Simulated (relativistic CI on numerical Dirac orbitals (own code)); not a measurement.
## Electric-dipole transitions in La²⁺

These numbers are calculated, not measured: Dirac-Coulomb-Breit CI, orbitals from a KLI potential per configuration, a model potential for QED, valence Slater integrals scaled by 0.85, P86 correlation energy added to each configuration (own radial code, finite nucleus).

Configuration list (outside the closed core [Kr] 4d10 5s2): 5p6.5d, 5p6.4f, 5p6.6s, 5p6.6p, 5p6.5f, 5p6.5g, 5p6.7s, 5p6.6d, 5p6.7p, 5p6.8s, 5p6.7d, 5p5.5d2, 5p6.6f, 5p6.8p. Double excitations out of closed p, d and f shells are left out; levels of such configurations are missing from the list, as are those of other unlisted configurations, and high levels can miss mixing partners.

| λ vac (nm) | Lower | Upper | A (s⁻¹) | log gf | S velocity/length |
| --- | --- | --- | --- | --- | --- |
| 67.000 | 5p6.5d 2D_5/2 [2] | 5p5.5d2 4D°_7/2 [27] | 2.21e+07 | -1.92 | 0.51 |
| 67.885 | 5p6.5d 2D_5/2 [2] | 5p5.5d2 4D°_5/2 [26] | 1.21e+07 | -2.30 | 0.53 |
| 87.629 | 5p6.5d 2D_3/2 [1] | 5p6.6f 2F°_5/2 [18] | 8.48e+08 | -0.23 | 0.56 |
| 88.579 | 5p6.5d 2D_5/2 [2] | 5p6.6f 2F°_7/2 [19] | 9.56e+08 | -0.05 | 0.55 |
| 88.623 | 5p6.5d 2D_5/2 [2] | 5p6.6f 2F°_5/2 [18] | 6.07e+07 | -1.37 | 0.54 |
| 95.728 | 5p6.4f 2F°_5/2 [3] | 5p6.5g 2G_7/2 [23] | 3.76e+07 | -1.38 | 1.56 |
| 97.036 | 5p6.4f 2F°_7/2 [4] | 5p6.5g 2G_9/2 [22] | 3.92e+07 | -1.26 | 1.57 |
| 109.25 | 5p6.5d 2D_3/2 [1] | 5p6.5f 2F°_5/2 [11] | 1.65e+09 | 0.25 | 0.61 |
| 110.68 | 5p6.5d 2D_5/2 [2] | 5p6.5f 2F°_7/2 [12] | 1.82e+09 | 0.43 | 0.61 |
| 110.80 | 5p6.5d 2D_5/2 [2] | 5p6.5f 2F°_5/2 [11] | 1.19e+08 | -0.88 | 0.60 |
| 141.60 | 5p6.4f 2F°_5/2 [3] | 5p6.6d 2D_3/2 [8] | 6.71e+06 | -2.09 | 0.66 |
| 143.63 | 5p6.4f 2F°_7/2 [4] | 5p6.6d 2D_5/2 [10] | 7.42e+06 | -1.86 | 0.61 |
| 149.00 | 5p6.6p 2P°_1/2 [6] | 5p6.7d 2D_3/2 [16] | 1.82e+08 | -0.62 | 0.72 |
| 150.14 | 5p6.6p 2P°_1/2 [6] | 5p6.8s 2S_1/2 [15] | 9.30e+07 | -1.20 | 0.87 |
| 154.97 | 5p6.6p 2P°_3/2 [7] | 5p6.7d 2D_5/2 [17] | 1.83e+08 | -0.40 | 0.71 |
| 155.44 | 5p6.6p 2P°_3/2 [7] | 5p6.7d 2D_3/2 [16] | 2.87e+07 | -1.38 | 0.71 |
| 156.68 | 5p6.6p 2P°_3/2 [7] | 5p6.8s 2S_1/2 [15] | 1.80e+08 | -0.88 | 0.89 |
| 296.02 | 5p6.6d 2D_3/2 [8] | 5p6.8p 2P°_3/2 [21] | 1.99e+06 | -1.98 | 0.79 |
| 299.67 | 5p6.6d 2D_5/2 [10] | 5p6.8p 2P°_3/2 [21] | 1.56e+07 | -1.07 | 0.82 |
| 301.01 | 5p6.6d 2D_3/2 [8] | 5p6.8p 2P°_1/2 [20] | 1.44e+07 | -1.41 | 0.63 |
| 304.73 | 5p6.6d 2D_3/2 [8] | 5p6.6f 2F°_5/2 [18] | 9.47e+07 | -0.10 | 0.94 |
| 308.06 | 5p6.6d 2D_5/2 [10] | 5p6.6f 2F°_7/2 [19] | 1.06e+08 | 0.08 | 0.93 |
| 308.60 | 5p6.6d 2D_5/2 [10] | 5p6.6f 2F°_5/2 [18] | 7.25e+06 | -1.21 | 0.92 |
| 603.83 | 5p6.7p 2P°_1/2 [13] | 5p6.8s 2S_1/2 [15] | 5.72e+07 | -0.20 | 0.97 |
| 646.78 | 5p6.7p 2P°_3/2 [14] | 5p6.8s 2S_1/2 [15] | 1.13e+08 | 0.15 | 0.99 |
| 816.10 | 5p6.6d 2D_3/2 [8] | 5p6.7p 2P°_3/2 [14] | 6.07e+06 | -0.62 | 0.90 |
| 831.74 | 5p6.7s 2S_1/2 [9] | 5p6.7p 2P°_3/2 [14] | 5.74e+07 | 0.38 | 1.00 |
| 844.44 | 5p6.6d 2D_5/2 [10] | 5p6.7p 2P°_3/2 [14] | 5.11e+07 | 0.34 | 0.90 |
| 896.58 | 5p6.6d 2D_3/2 [8] | 5p6.7p 2P°_1/2 [13] | 5.03e+07 | 0.08 | 0.84 |
| 915.49 | 5p6.7s 2S_1/2 [9] | 5p6.7p 2P°_1/2 [13] | 4.44e+07 | 0.05 | 0.95 |

Terms are leading LS components. Brackets give the number of a level in order of energy, since labels repeat. The list gives strong lines, with weight on those to low levels, among the lowest 29 of 68 levels, so that lines to higher ones, which can be the strongest, are missing, and without lines across small gaps between configurations, and without 26 lines that miss the measured interval by over 3.5 %, start from a term whose rates miss tabulated ones by over 60 %, have gauges far apart or, lacking measured levels, span too small a gap for the errors found; lines with a level outside our table were not tested and can miss by more. Levels whose partners in the same complex of configurations lie outside the list can be far off, and so can their lines. Rates are taken at the computed energies, electric ones in the length gauge. A velocity-to-length ratio far from 1 marks an uncertain rate.

For a near-neutral ion this model can misplace configurations by up to about 10,000 cm⁻¹ (more where the count of f electrons changes) and terms by 10 to 25 % of their spread. Rates follow the energies as ν³ (E1, M1) or ν⁵ (E2), so they and the lifetimes can be off by large factors. The fine structure of a lone outer electron comes out too small, for d and f at times inverted, and misplaced configurations move strength between like terms. 14 of the 31 excited levels that our extract of the measured tables holds in this range could be paired (the sources list more); they are missed by 897 cm⁻¹ on average and 1837 at most, and levels without a partner can miss by more.

Problem. From the table, what is the radiative lifetime of 5p6.6f 2F°_5/2?

Solution. The listed rates from this level add up to about 1.01e+09 s⁻¹, 99 % of its decay; with all channels τ = 9.80e-10 s.
